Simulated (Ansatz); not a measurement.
## Molecular dynamics, step by step

Si4NH12O3F, closed shell, CAM-B3LYP-D4/def2-SVPD (Ansatz 0.2.0). Settings (timestep in fs, temperature in K; T counts 57 degrees of freedom):

```yaml
hamiltonian: {xc: {name: CAM-B3LYP}, dispersion: d4}
md: {n_steps: 30, timestep: 0.5, temperature: 1500, ensemble: nve, seed: 943, initial_velocities: maxwell_boltzmann}
```

Start, the saddle point found with PBE0-D4 in triple zeta (not stationary at another level):

| atom | x (Å) | y (Å) | z (Å) |
| --- | --- | --- | --- |
| Si1 | 0.5407 | -0.7080 | 1.4097 |
| O2 | 0.1643 | 0.6001 | -0.4394 |
| Si3 | -0.2319 | 1.3100 | -1.8390 |
| O4 | -0.9307 | -0.2420 | 1.8324 |
| Si5 | -2.1452 | 0.6404 | 1.1293 |
| O6 | 0.8517 | -1.8801 | 0.3651 |
| Si7 | 0.5148 | -2.1822 | -1.2272 |
| F8 | 1.1013 | -1.3255 | 2.7773 |
| H9 | 1.3296 | 1.0534 | 0.4103 |
| N10 | 1.7634 | 0.6671 | 1.3260 |
| H11 | -1.2356 | 2.4005 | -1.6468 |
| H12 | 0.9729 | 1.9333 | -2.4726 |
| H13 | -0.8075 | 0.3544 | -2.8302 |
| H14 | -3.2835 | 0.5060 | 2.0749 |
| H15 | -1.7761 | 2.0725 | 1.0414 |
| H16 | -2.5606 | 0.0981 | -0.1843 |
| H17 | 1.4051 | -1.3995 | -2.1167 |
| H18 | 0.8086 | -3.6258 | -1.4124 |
| H19 | -0.9110 | -1.9293 | -1.5298 |
| H20 | 2.7208 | 0.3479 | 1.2220 |
| H21 | 1.7089 | 1.3090 | 2.1101 |

| step | time (fs) | potential energy less the start (meV) | kinetic energy (meV) | T (K) |
| --- | --- | --- | --- | --- |
| 0 | 0.00 | 0.0 | 3683.9 | 1500 |
| 2 | 1.00 | 163.2 | 3522.0 | 1434 |
| 4 | 2.00 | 580.8 | 3108.5 | 1266 |
| 6 | 3.00 | 1006.1 | 2686.6 | 1094 |
| 8 | 4.00 | 1244.8 | 2447.3 | 996 |
| 10 | 5.00 | 1318.1 | 2371.8 | 966 |
| 12 | 6.00 | 1354.4 | 2334.4 | 951 |
| 14 | 7.00 | 1427.8 | 2261.1 | 921 |
| 16 | 8.00 | 1546.7 | 2142.3 | 872 |
| 18 | 9.00 | 1703.3 | 1986.1 | 809 |
| 20 | 10.00 | 1871.6 | 1819.0 | 741 |
| 22 | 11.00 | 1977.4 | 1714.7 | 698 |
| 24 | 12.00 | 1929.5 | 1763.0 | 718 |
| 26 | 13.00 | 1712.0 | 1978.7 | 806 |
| 28 | 14.00 | 1428.7 | 2259.3 | 920 |
| 30 | 15.00 | 1235.8 | 2450.5 | 998 |

Step 16, positions (Å) and forces (eV/Å):

```
atom       x       y       z      Fx      Fy      Fz
 Si1   0.491  -0.674   1.385   2.680  -0.127   0.814
  O2   0.310   0.512  -0.409  -1.226   1.527  -2.092
 Si3  -0.245   1.362  -1.753  -0.297  -1.512  -1.431
  O4  -0.955  -0.268   1.890  -1.654   1.710  -0.800
 Si5  -2.199   0.670   1.064  -0.542  -2.939   1.317
  O6   0.835  -1.813   0.319   0.967   0.000   1.914
 Si7   0.543  -2.211  -1.200  -2.012  -1.683  -2.337
  F8   1.149  -1.341   2.785  -0.605   0.458  -0.903
  H9   1.478   0.945   0.226  -0.566  -0.113   1.303
 N10   1.815   0.634   1.253   0.011   1.204   0.028
 H11  -1.189   2.482  -1.443   0.414   0.102   0.173
 H12   0.798   1.811  -2.898  -0.656  -0.271   1.605
 H13  -1.102   0.337  -2.510   0.317   0.623   0.194
 H14  -3.361   0.062   1.838   0.251   1.160   0.301
 H15  -1.934   2.117   1.073  -0.004  -0.010   0.000
 H16  -2.655  -0.039  -0.160   0.751   0.607  -0.574
 H17   1.319  -1.666  -2.371   0.166   0.002   0.630
 H18   0.664  -3.707  -1.028   0.191   0.307  -0.671
 H19  -0.930  -1.931  -1.502   0.709  -0.089   0.044
 H20   2.785   0.450   1.091   0.871  -0.820   0.718
 H21   1.712   1.370   1.958   0.235  -0.135  -0.233
```

Last step (30):

```xyz
21
angstrom
Si 0.4873 -0.6449 1.3764
O 0.3994 0.4766 -0.4388
Si -0.2690 1.3806 -1.6911
O -1.0187 -0.2444 1.9175
Si -2.2537 0.6520 1.0254
O 0.8491 -1.7601 0.3272
Si 0.5419 -2.2618 -1.2091
F 1.1777 -1.3448 2.7717
H 1.3820 0.9282 0.3086
N 1.8915 0.6231 1.2052
H -0.9588 2.6122 -1.1779
H 0.6713 1.7316 -2.8267
H -1.3334 0.5125 -2.1957
H -3.3826 0.1359 1.7775
H -2.0833 2.1340 1.1126
H -2.4055 0.1044 -0.3601
H 1.3517 -1.8910 -2.3804
H 0.6271 -3.7071 -0.9781
H -0.8680 -1.9268 -1.5093
H 2.8450 0.2738 1.3054
H 1.8059 1.4491 1.8126
```

Hardware: 4 CPU threads of an AMD EPYC 7R13 and a share of one NVIDIA H100, shared host. Wall time 84 s; peak host memory 1.4 GiB.
